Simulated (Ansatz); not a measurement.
FH$_{3}$MgOSi, SMILES `[F][Mg][O][SiH3]` at its PBE0-D4/def2-TZVP geometry, where that method's forces vanish. Total charge 0; spin multiplicity 1.

```
atom    x (Å)    y (Å)    z (Å)
  F1   0.2512   3.7505  -1.1279
 Mg2   0.1408   2.0807  -0.6254
  O3   0.0276   0.3771  -0.1128
 Si4  -0.0784  -1.1658   0.3505
  H5  -0.7075  -2.0050  -0.7104
  H6  -0.9034  -1.3021   1.5860
  H7   1.2697  -1.7354   0.6398
```

(1) For each bond, give half the difference of the two atoms' forces along it (eV/Å; positive pushes the atoms apart) under PBE-D4, r2SCAN-D4, B3LYP-D4, ωB97M-V in def2-TZVPP. (Best estimate.)

Answers

(1) Ansatz gave: 
| bond | length (Å) | PBE-D4 | r2SCAN-D4 | B3LYP-D4 | ωB97M-V |
| --- | --- | --- | --- | --- | --- |
| F1–Mg2 | 1.747 | 0.23 | 0.02 | 0.07 | 0.06 |
| Mg2–O3 | 1.783 | -0.19 | 0.02 | -0.06 | 0.00 |
| O3–Si4 | 1.614 | 0.35 | 0.02 | 0.19 | 0.14 |
| Si4–H5 | 1.492 | 0.01 | -0.03 | -0.10 | -0.14 |
| Si4–H6 | 1.492 | 0.01 | -0.02 | -0.10 | -0.14 |
| Si4–H7 | 1.492 | 0.01 | -0.03 | -0.10 | -0.14 |

B3LYP here is the variant with VWN-RPA as its local correlation; programs differ in this.
